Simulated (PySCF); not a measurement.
# Worked example: entropy of an ideal gas

C2H3O, SMILES C([CH2])=O, multiplicity 2.

The structure is a stationary point at PBE-D3(BJ)/def2-TZVP. The isomer is the one that the SMILES or the coordinates give; other isomers of the formula were not compared.

PBE-D3(BJ)/def2-TZVP in PySCF gives the harmonic wavenumbers 404, 489, 717, 939, 948, 1137, 1350, 1423, 1529, 2840, 3073, 3188 cm⁻¹ and the rotational temperatures 3.1990, 0.5446, 0.4654 K. The molar mass is 43.05 g/mol, the symmetry number 1, the spin multiplicity 2.

Problem. Work out the entropy at 298.15 K and 1 atm in the rigid-rotor, harmonic-oscillator model.

Solution. 
Translation (Sackur–Tetrode at 1 atm): S = R[1.5 ln M + 2.5 ln T − 1.16487] = 155.7 J/(mol K).
Rotation: q = (√π/σ) T^1.5/√(θA θB θC) = 10100, S = R[ln q + 3/2] = 89.2 J/(mol K).
Vibration: with u = 1.4388 ν/T, each mode gives R[u/(e^u − 1) − ln(1 − e^−u)]:
```tsv
ν (cm⁻¹)	modes	u	S (J/(mol K))
404	1	1.95	3.97
489	1	2.36	2.87
717	1	3.46	1.20
939	1	4.53	0.50
948	1	4.57	0.48
1137	1	5.49	0.22
1350	1	6.51	0.09
1423	1	6.87	0.07
1529	1	7.38	0.04
```
The stiffer modes add less than 0.005 each. Sum 9.4 J/(mol K).
Spin: R ln 2 = 5.8 J/(mol K).
Total 260.0 J/(mol K); the program's own thermochemistry gives 260.0. Translation makes up 60 % and vibration 4 %. Anharmonicity, hindered rotation and orbital degeneracy are left out.
